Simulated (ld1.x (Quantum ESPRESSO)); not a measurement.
## Transferability test, TM potential for gallium (Ga)

```json
{"Element": "Ga (Z = 31)", "Generator": "ld1.x (Quantum ESPRESSO) 7.5", "Type": "norm-conserving Troullier–Martins (Kleinman–Bylander form)", "Functional": "LDA (PZ)", "Relativity": "scalar-relativistic", "Frozen core": "[Ar]", "Valence charge": "13", "Reference configuration": "3d10 4s1 4p0 (charge +2)", "Partial waves": "4p (bound, empty): rc 1.65 bohr; 3d (bound): rc 0.70 bohr; 4s (bound): rc 1.45 bohr", "Local potential": "the s channel", "Core correction": "a·sin(br)/r model core inside 0.75 bohr"}
```

Energies are relative to the spin-unpolarised reference configuration 3d10 4s1 4p0; without spin polarisation the order of configurations can differ from experiment. Not all tests gave a result: 6 of 9 tests not solved or not reliable.

| valence configuration | charge | ΔE all-electron (eV) | error AE − PS (meV) |
| --- | --- | --- | --- |
| 3d10 4s2 4p0 | +1 | -21.503 | -2.7 |
| 3d10 4s2 4p0.5 | +0.5 | -25.271 | -4.5 |
| 3d9 4s2 4p2 | 0 | -6.989 | -908 |

Levels in the configuration 3d10 4s2 4p0:

```csv
level,all-electron (eV),pseudo (eV)
3d,-27.752,-27.837
4s,-16.659,-16.652
```

Note: ghost state, extra bound levels that the all-electron valence spectrum of the same l lacks: p at -1074.0 eV. A true bound ghost makes a file unfit for plane-wave use.
